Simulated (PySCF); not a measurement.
**Electronic structure of Ir²⁺ (iridium, charge +2) at the UHF level**

Configuration: [Xe] 4f14 5d6 6s1, high-spin 6D determinant (an excited configuration). Computed with PySCF 2.14 in x2c-TZVPPall, with scalar relativity by spin-free X2C-1e.

```json
{"Total energy": "-17823.035454 hartree", "One-electron energy": "-24386.4587 hartree", "Hartree (Coulomb) energy": "6910.5328 hartree", "Exchange energy": "-347.1095 hartree", "⟨S²⟩": "8.7545", "⟨L²⟩": "6.021", "Sum of ⟨r⟩": "40.35 bohr", "Sum of ⟨r²⟩": "45.54 bohr²", "Traceless quadrupole moment −½Σ⟨3z² − r²⟩ along its main axis": "0.715 e·bohr²", "Langevin diamagnetic susceptibility": "-36.1 ×10⁻⁶ cm³/mol"}
```

| shell | electrons | mean orbital energy (eV) | spread (eV) | rms radius, mean of both spins (bohr) |
| --- | --- | --- | --- | --- |
| 1s α | 1 | -76546.2 | 0 | 0.0197 |
| 1s β | 1 | -76546.1 | 0 | 0.0197 |
| 2s α | 1 | -13555.3 | 0 | 0.0795 |
| 2s β | 1 | -13554.7 | 0 | 0.0795 |
| 2p α | 3 | -11820.7 | 0.149 | 0.0727 |
| 2p β | 3 | -11820.1 | 0.019 | 0.0727 |
| 3s α | 1 | -3253.5 | 0 | 0.203 |
| 3s β | 1 | -3253.2 | 0 | 0.203 |
| 3p α | 3 | -2735.5 | 0.271 | 0.205 |
| 3p β | 3 | -2735.3 | 0.208 | 0.205 |
| 3d α | 5 | -2141.8 | 0.294 | 0.188 |
| 3d β | 5 | -2141.3 | 0.348 | 0.188 |
| 4s α | 1 | -746.64 | 0 | 0.450 |
| 4s β | 1 | -745.84 | 0 | 0.450 |
| 4p α | 3 | -573.00 | 0.575 | 0.479 |
| 4p β | 3 | -572.28 | 0.351 | 0.479 |
| 4d α | 5 | -351.39 | 0.711 | 0.514 |
| 4d β | 5 | -350.33 | 0.739 | 0.514 |
| 5s α | 1 | -139.60 | 0 | 1.05 |
| 5s β | 1 | -133.74 | 0 | 1.05 |
| 4f α | 7 | -104.56 | 0.678 | 0.586 |
| 4f β | 7 | -103.83 | 0.394 | 0.586 |
| 5p α | 3 | -92.345 | 1.475 | 1.21 |
| 5p β | 3 | -84.223 | 1.071 | 1.21 |
| 5d α | 5 | -35.001 | 1.788 | 1.69 |
| 5d β | 1 | -30.633 | 0 | 1.69 |
| 6s α | 1 | -26.267 | 0 | 2.76 |

Spin-orbit coupling, absent here, splits the open shell strongly.

Densities and radii are taken from the X2C orbitals without a picture-change correction, which distorts them close to the nucleus.

Spin-orbit constants ζ (cm⁻¹) from the X2C one-electron operator on these orbitals: bare nucleus, nucleus screened by l(l+1)(2l+1)/3 electrons, and screened by the Breit-Pauli mean field of the electrons.

```json
{"shell": "2p", "bare": "8147000", "screened nucleus": "7935000", "mean field": "n/a"}
{"shell": "3p", "bare": "1802000", "screened nucleus": "1755000", "mean field": "n/a"}
{"shell": "3d", "bare": "280500", "screened nucleus": "244100", "mean field": "n/a"}
{"shell": "4p", "bare": "422000", "screened nucleus": "411100", "mean field": "n/a"}
{"shell": "4d", "bare": "57610", "screened nucleus": "50130", "mean field": "n/a"}
{"shell": "4f", "bare": "11000", "screened nucleus": "6999", "mean field": "n/a"}
{"shell": "5p", "bare": "63390", "screened nucleus": "61740", "mean field": "n/a"}
{"shell": "5d", "bare": "5147", "screened nucleus": "4479", "mean field": "n/a"}
```

To first order the Landé constant is A = -895.7 cm⁻¹, so the lowest level has J = 9/2 and lies 0.555 eV below the centre of the term. This holds in LS coupling only.
